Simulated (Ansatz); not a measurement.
Born–Oppenheimer molecular dynamics of AlGaH$_{6}$O$_{2}$ (10 atoms, charge 0, multiplicity 1). It starts at the highest image of a converged band, a first-order saddle point between two minima.

Theory: RKS B3LYP-D4/def2-SVP (Ansatz 0.2.0).

| Property | Result |
| --- | --- |
| ensemble | NVE (velocity Verlet) |
| time step | 0.5 fs |
| steps asked | 200 |
| starting velocities drawn for | 300 K |
| seed | 11665 |

First frame:

```xyz
10
Properties=species:S:1:pos:R:3
Ga -0.046 0.356 0.023
O -0.455 -0.728 1.621
H -1.382 -0.961 1.767
H 1.339 -0.058 -0.574
H -1.360 0.797 -0.708
O 0.254 1.467 1.661
Al 1.039 2.821 2.376
H 1.220 2.822 3.945
H 1.512 3.981 1.415
H -0.141 0.418 2.047
```

**Question.** How far do the bonds stretch over the last three quarters of this one trajectory? (Pairs bonded in most of those frames.)

**Answer.** 
| bond | mean (Å) | spread (Å) | shortest | longest |
| --- | --- | --- | --- | --- |
| Ga1–O2 | 1.866 | 0.048 | 1.81 | 1.99 |
| Ga1–H4 | 1.574 | 0.011 | 1.56 | 1.60 |
| Ga1–H5 | 1.582 | 0.040 | 1.51 | 1.64 |
| Ga1–O6 | 2.161 | 0.047 | 2.10 | 2.22 |
| O2–H3 | 0.966 | 0.014 | 0.94 | 0.99 |
| O6–Al7 | 1.750 | 0.012 | 1.72 | 1.77 |
| O6–H10 | 1.008 | 0.061 | 0.91 | 1.15 |
| Al7–H8 | 1.575 | 0.015 | 1.55 | 1.60 |
| Al7–H9 | 1.577 | 0.031 | 1.53 | 1.62 |

Mean temperature of the second half: 210 K. The conserved energy stayed within 0.19 meV per atom of its start (net change -0.057 meV per atom), so the integration is sound. A run of 0.1 ps of so small a system gives no equilibrium averages. The orbitals stay closed-shell, which can raise the energy where a bond breaks towards radicals; this wasn't checked here.

Run time: 4.2 min on 4 threads of Arm Neoverse V2, with other jobs on the host, peak memory 0.26 GiB.
